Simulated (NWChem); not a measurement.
System: SiNH3O, singlet; SMILES O[Si]N

```xyz
6

Si    -0.6530     0.0520     0.0000
O      0.4150     1.3419     0.0000
H      1.3679     1.1961     0.0000
N      0.4225    -1.3015     0.0000
H      1.4399    -1.3000     0.0000
H      0.0568    -2.2487     0.0000
```
Atoms are numbered in this order, from 1.

All runs: NWChem. Low-valent species are run as closed-shell singlets; no triplet was tried in these runs. Structure relaxed at the PBE0/def2-SVP level. Vertical excitations in the gas phase; the lowest state need not have the same character in each row.

| level | lowest excitation, singlet (eV) | oscillator strength of that lowest state | orbital gap (eV) |
|---|---|---|---|
| PBE/def2-SVP, full TDDFT | 5.41 | 0.123 | 4.29 |
| B3LYP/def2-SVP, full TDDFT | 5.48 | 0.131 | 5.87 |
| LDA (Slater exchange, VWN5)/def2-SVP, full TDDFT | 5.37 | 0.122 | 4.21 |
| PBE0/def2-SVP, full TDDFT | 5.45 | 0.135 | [?] |

**Question.** Some entries are withheld; supply them.

**Answer.** 
- PBE0/def2-SVP, full TDDFT, orbital gap (eV): 6.23
